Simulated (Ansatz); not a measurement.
Input file for Ansatz (a quantum-chemistry and plane-wave program): U-CCSD(T)/cc-pV(T+d)Z on H3Si (SMILES [SiH3]). The basis file is the Basis Set Exchange's JSON of that set.

Ansatz 0.2 input:
```yaml
crystal:
  periodic: [false, false, false]
  atoms:
    - {symbol: Si, position_ang: [0.00000001, 0.00000000, 0.00000000]}
    - {symbol: H, position_ang: [1.46694893, -0.00000000, -0.00000000]}
    - {symbol: H, position_ang: [-0.73347447, 1.27041496, -0.00000000]}
    - {symbol: H, position_ang: [-0.73347447, -1.27041496, -0.00000000]}
basis:
  gaussian:
    orbitals: cc-pV_T+d_Z.json
magnetization: {spin_polarized: true, initial_magnetization: 1}
correlation: {method: ccsd_t, electrons: outside_noble_gas}
scf: {omitted_lower_state_checks: [cluster_reference]}
```

### Question
Predict the final total energy.

### Answer
-290.7797 hartree (reference determinant -290.6291, T1 diagnostic 0.013).

### Question
How many basis functions does it have, and what does it roughly cost on one machine?

### Answer
81 functions; very roughly 5 core-seconds.
